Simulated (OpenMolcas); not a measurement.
Computed levels of 3d⁴ in ions with 22 electrons, in cm-1 above ⁵D₀.

```yaml
Program: OpenMolcas
Method: MS-CASPT2, IPEA 0.25 Eh, imaginary shift 0.1 Eh
Basis: ANO-R2
Scalar_Hamiltonian: X2C, finite nucleus
Spin-orbit_coupling: RASSI with atomic mean-field integrals over the reference wave functions, term energies averaged over their components
```

Active space for each ion: 4 electrons in 10 orbitals (3d 4d); closed shells correlated by CASPT2: 3s 3p.

```
 Level   Cr2+   Fe4+   Co5+   Ni6+   Cu7+
   ⁵D₁   67.4    149    209    287    384
   ⁵D₂    200    437    609    831   1102
   ⁵D₃    392    850   1177   1593   2090
   ⁵D₄    641   1371   1887   2530   3300
³P₀(1)  17460  24560  27900  31120  33940
³P₁(1)  17860  25450  29150  32830  36200
   ³H₄  18460  25470  29140  32660  35950
³P₂(1)  18570  26970  31220  35570  39730
   ³H₅  18610  25810  29630  33330  36870
```

Problem. Estimate ⁵D₄, ³P₀(1), ³P₁(1) for Mn3+ from its neighbours Cr2+ and Fe4+.

Solution. ⁵D₄ is fine structure, which grows about as the fourth power of a screened charge, so the fourth roots are averaged: ((641^0.25 + 1371^0.25) / 2)^4 = 955. The calculation gives 960, so the estimate is off by -0.5 %; the measured value is 886 (Corliss and Sugar, J. Phys. Chem. Ref. Data 6, 1253 (1977)).
³P₀(1) is another term, which grows about linearly with the charge: (17460 + 24560) / 2 = 21010. The calculation gives 21290, so the estimate is off by -1.3 %; the measured value is 20654 (Corliss and Sugar, J. Phys. Chem. Ref. Data 6, 1253 (1977)).
³P₁(1) is another term, which grows about linearly with the charge: (17860 + 25450) / 2 = 21655. The calculation gives 21900, so the estimate is off by -1.1 %; the measured value is 21279 (Corliss and Sugar, J. Phys. Chem. Ref. Data 6, 1253 (1977)).

Term energies are means over components that CASPT2 splits; among the terms shown or strongly mixed into the levels shown the widest spread is 360 cm-1 (3d⁴ ³H, Ni6+). Active for correlation alone: 4d; no level in the range computed is led by a configuration that fills it, so any true level of that kind is missing. The CASPT2 spread within a term exceeds the gap to the next term for 3d⁴ ³H and 3d⁴ ³P(1), so the order of their levels is uncertain (holds for Mn3+). Computed and measured levels are paired by configuration, term and J; levels that our copy of the source lacks, or whose pairing is in doubt (as where it misses far off the trend of its configuration), stay unpaired and out of the deviations. Levels of configurations outside the active space are missing.

A number in round brackets counts repeated terms of one configuration in the order of the reference energies.
